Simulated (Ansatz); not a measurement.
`CNB(C)[SiH3]` + HCl → `CNB(C)Cl` + SiH₄  (cleavage of the B–Si bond)

Program: Ansatz. Geometries: PBE0-D4/def2-TZVP. ΔE: electronic, gas phase. CCSD(T)/CBS adds triple-zeta CCSD(T) − MP2 to the extrapolated MP2 energy (def2 sets, frozen cores). This one scheme is used for every species. Functionals use def2-TZVPP. HSE06 is defined as in plane-wave codes. Each species was taken in one conformer, which may not be the lowest.

| level | ΔE (eV) |
| --- | --- |
| PBE0-D4 | -1.11 |
| HSE06-D4 | -1.11 |
| ωB97X-V | -1.19 |
| PBE-QIDH | -1.20 |

(1) What does CCSD(T)/CBS give? (An estimate is asked.)

Largest T1 diagnostic among the species: 0.013.

## Answers

(1) Computed: -1.16 eV. The listed levels differ from it by 0.05, 0.05, -0.03, -0.04 eV.

From BLYP to BHLYP (50 % exact exchange), in def2-TZVPP and without D4, ΔE moves by −0.11 eV. Leaving LDA and LC-ωPBE aside and taking each functional with its dispersion term where it has one, the values, not all of them listed here, spread over 0.18 eV, from BHLYP-D4 to PBE-D4. At CCSD(T), def2-SVP lies −0.10 eV from the extrapolated value and def2-TZVPP +0.00 eV.
